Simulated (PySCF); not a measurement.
**B³⁺ (boron, charge +3) across methods**

1s2, closed-shell 1S. Computed with PySCF 2.14 in aug-cc-pwCVDZ (5s4p2d, 27 functions), with the non-relativistic Hamiltonian (point nucleus).

```json
{"method": "PBE", "E (hartree)": "-21.9806", "mean ε 1s (eV)": "-231.23", "Σ⟨r²⟩ (bohr²)": "0.2878", "⟨S²⟩": "0.000"}
{"method": "UHF", "E (hartree)": "-21.98550", "mean ε 1s (eV)": "-259.65", "Σ⟨r²⟩ (bohr²)": "0.2839", "⟨S²⟩": "0.000"}
{"method": "r2SCAN", "E (hartree)": "-22.0323", "mean ε 1s (eV)": "-234.29", "Σ⟨r²⟩ (bohr²)": "0.2855", "⟨S²⟩": "0.000"}
{"method": "PBEsol", "E (hartree)": "-21.8688", "mean ε 1s (eV)": "-230.02", "Σ⟨r²⟩ (bohr²)": "0.2891", "⟨S²⟩": "0.000"}
{"method": "PBE0", "E (hartree)": "-21.9933", "mean ε 1s (eV)": "-238.54", "Σ⟨r²⟩ (bohr²)": "0.2866", "⟨S²⟩": "0.000"}
{"method": "BHandHLYP", "E (hartree)": "-22.0267", "mean ε 1s (eV)": "-246.26", "Σ⟨r²⟩ (bohr²)": "0.2859", "⟨S²⟩": "0.000"}
{"method": "HSE06", "E (hartree)": "-21.9968", "mean ε 1s (eV)": "-238.15", "Σ⟨r²⟩ (bohr²)": "0.2866", "⟨S²⟩": "0.000"}
{"method": "M06-2X", "E (hartree)": "-22.0330", "mean ε 1s (eV)": "-245.45", "Σ⟨r²⟩ (bohr²)": "0.2862", "⟨S²⟩": "0.000"}
{"method": "LDA", "E (hartree)": "-21.7421", "mean ε 1s (eV)": "-229.07", "Σ⟨r²⟩ (bohr²)": "0.2913", "⟨S²⟩": "0.000"}
```
